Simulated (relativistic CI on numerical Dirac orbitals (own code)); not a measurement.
Spin-allowed bands of a d7 ion in an octahedral site, by hand

Problem. Take Δ = 11400 cm⁻¹ and B = 760 cm⁻¹ for a high-spin d7 ion in an octahedral site. Calculate the three spin-allowed bands.

Working.
1. The terms of highest spin are 4F (energy 0) and 4P (15B = 11400 cm⁻¹). Here the F term splits into A2 at +1.2Δ = 13680, T2 at +0.2Δ = 2280 and T1 at −0.6Δ = -6840 cm⁻¹.
2. The two T1 states mix through the element 0.4Δ: H = [[-6840, 4560], [4560, 11400]], with roots ½(H₁₁ + H₂₂) ∓ ½√[(H₂₂ − H₁₁)² + 4H₁₂²] = ½(4560) ∓ ½(20393) = -7916 and 12476 cm⁻¹.
3. The ground term is 4T1 at -7916 cm⁻¹.
4. Bands: 4T2 10196 cm⁻¹ (981 nm), 4T1(P) 20393 cm⁻¹ (490 nm), 4A2 21596 cm⁻¹ (463 nm).

Check. Exact diagonalisation of the whole d7 shell with these parameters gives 4T2 10196, 4T1 20393, 4A2 21596 cm⁻¹. The match is exact, since without spin-orbit coupling no other term has this spin. The ratio of the second band to the first, 2.000, depends on Δ/B = 15.0 alone, which is how a Tanabe-Sugano diagram is read.
